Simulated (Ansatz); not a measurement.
A calculation with Ansatz (development build ahead of 0.2.0).

```yaml
crystal:
  periodic: [false, false, false]
  atoms:
    - { symbol: H, position_ang: [-0.00317, -0.07919, -2.66434] }
    - { symbol: H, position_ang: [-0.03291, -0.07297, -1.13588] }
    - { symbol: H, position_ang: [0.14951, 0.06404, -0.22292] }
    - { symbol: H, position_ang: [0.17515, 0.05385, 0.23747] }
    - { symbol: H, position_ang: [-0.18403, 0.01653, 1.18865] }
    - { symbol: H, position_ang: [0.28573, -0.08688, 2.40347] }
basis:
  gaussian: { orbitals: "6-31G" }
hamiltonian:
  xc: hf
output:
  forces: true
```

The input is written out in the form of the current development build from the run's settings.

Results

| Quantity | Value |
| --- | --- |
| Converged | yes |
| Total energy | -2.96563 hartree |

Forces (eV/Å):
| atom | Fx | Fy | Fz |
| --- | --- | --- | --- |
| H1 | -0.174 | -0.033 | 4.360 |
| H2 | -0.157 | -0.275 | -7.495 |
| H3 | -1.427 | 0.937 | -28.981 |
| H4 | 2.339 | -0.524 | 29.065 |
| H5 | 1.408 | -0.486 | 7.349 |
| H6 | -1.988 | 0.381 | -4.299 |

Caution: stretched shape with no unrestricted run beside it, a lower state can exist.
